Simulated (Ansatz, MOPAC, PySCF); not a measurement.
Noncovalent pair: GeH4 (SMILES [GeH4]) (first 5 atoms) with HI (SMILES I); geometry from B3LYP-D3(BJ)/def2-TZVP, rigid monomers moved along the line of their centres of mass till Ge1···I6 is 3.77 Å.
(charge 0, multiplicity 1):
```xyz
7

Ge     0.076     0.156    -0.013
H      1.461     0.068     0.644
H     -0.646    -1.191     0.125
H      0.240     0.504    -1.501
H     -0.745     1.254     0.679
I     -0.186    -0.449     3.695
H      0.572     0.926     3.317
```

Counterpoise-corrected where a basis set is named; no monomer relaxation. Rows marked so take none.

Rows in 3-21G carry no dispersion term and start afresh at each structure; the Pople sets are all-electron and without relativity. The state reached by AM1, PM6 isn't checked.

Run with Ansatz (Gaussian basis) for Hartree–Fock, density functionals and correlated methods; MOPAC for AM1, PM6 (differences of heats of formation); PySCF for 3-21G rows.  In def2 rows elements past Kr take small-core potentials, without spin–orbit coupling.

Question: One of these levels gives 8.7 kJ/mol for the interaction energy. Which?
A) HF/3-21G (no counterpoise)
B) PM6
C) HF/def2-SVPD
D) AM1

Answer: A, HF/3-21G (no counterpoise). The others give 0.1 (AM1), -7.0 (PM6), 13.0 (HF/def2-SVPD)

Ansatz is an electronic-structure program.
